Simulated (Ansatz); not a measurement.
Two isomers of CH6ClNOSi: A = `CO[SiH](N)Cl`, B = `NCO[SiH2]Cl`.

Isolated molecules relaxed with PBE0-D4/def2-TZVP in Ansatz; ΔE leaves out vibrations. CCSD(T)/CBS adds triple-zeta CCSD(T) − MP2 to the extrapolated MP2 energy (def2 sets, frozen cores). DFT in def2-TZVPP. B3LYP here is the variant with VWN-RPA as its local correlation; programs differ in this. One conformer a species, not always the lowest.

Task: Which is lower in electronic energy at CCSD(T)/CBS, and by how much? (An estimate is asked.)

Result: Ansatz gave: A, by 110.5 kJ/mol.

Task: Give E(B) − E(A) in kJ/mol with ωB97M-V, CCSD/def2-TZVPP, r2SCAN-D4, LDA (SPW92), HF/def2-TZVPP, PBE0-D4, B3LYP. (Best estimate.)

Result: Computed: ωB97M-V 109.4, CCSD/def2-TZVPP 107.9, r2SCAN-D4 107.8, LDA (SPW92) 99.2, HF/def2-TZVPP 108.2, PBE0-D4 103.9, B3LYP 104.0. None reverses the order clearly.

Task: Does the order hold for the free energy at 298.15 K (harmonic terms from PBE0-D4)? (An estimate is asked.)

Result: The calculation gave: Yes: G(B) − G(A) = +111.9 kJ/mol, for one conformer each. Modes under 60 cm⁻¹, often nearly free rotors, make the harmonic entropy too high.

Largest T1 diagnostic: 0.011.

Leaving LDA and LC-ωPBE aside and taking each functional with its dispersion term where it has one, the values, not all of them listed here, spread over 12.3 kJ/mol, from PBE-D4 to BHLYP-D4. The D4 term adds +3.1 kJ/mol with B3LYP and +1.5 kJ/mol with PBE0; it sums over pairs of atoms, weighted by their polarisabilities, and B3LYP, whose exchange is more repulsive, gets the larger term.
